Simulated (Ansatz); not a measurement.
Reaction (formal exchange of groups at a C–C bond): `N=C([SiH3])CS` + `C[SiH2]O` → `C[SiH](O)CS` + `N=C[SiH3]`

Calculated with Ansatz (gas phase, PBE0-D4/def2-TZVP geometries, no zero-point term in ΔE). CCSD(T)/CBS adds triple-zeta CCSD(T) − MP2 to the extrapolated MP2 energy (def2 sets, frozen cores). This one scheme is used for every species. DFT in def2-TZVPP. B3LYP here is the variant with VWN-RPA as its local correlation; programs differ in this. Each species was taken in one conformer, which may not be the lowest.

Q: Is it downhill or uphill in electronic energy at CCSD(T)/CBS, and by how much? (Estimate.)

A: Computed: Downhill: ΔE = -21.8 kJ/mol.

Q: What do these levels give: r2SCAN-D4, B3LYP-D4, ωB97X-V, PBE, r2SCAN, HF/def2-TZVPP, MP2/def2-TZVPP, SCS-MP2/def2-TZVPP, CCSD(T)/def2-TZVPP, MP2/def2-QZVPP, HF/CBS(def2), MP2/CBS(def2)? (Best estimate.)

A: Ansatz gave: r2SCAN-D4 -19.7, B3LYP-D4 -20.5, ωB97X-V -19.9, PBE -17.2, r2SCAN -19.4, HF/def2-TZVPP -20.1, MP2/def2-TZVPP -17.3, SCS-MP2/def2-TZVPP -17.8, CCSD(T)/def2-TZVPP -19.8, MP2/def2-QZVPP -18.5, HF/CBS(def2) -20.4, MP2/CBS(def2) -19.3 kJ/mol.

Largest T1 diagnostic among the species: 0.012.
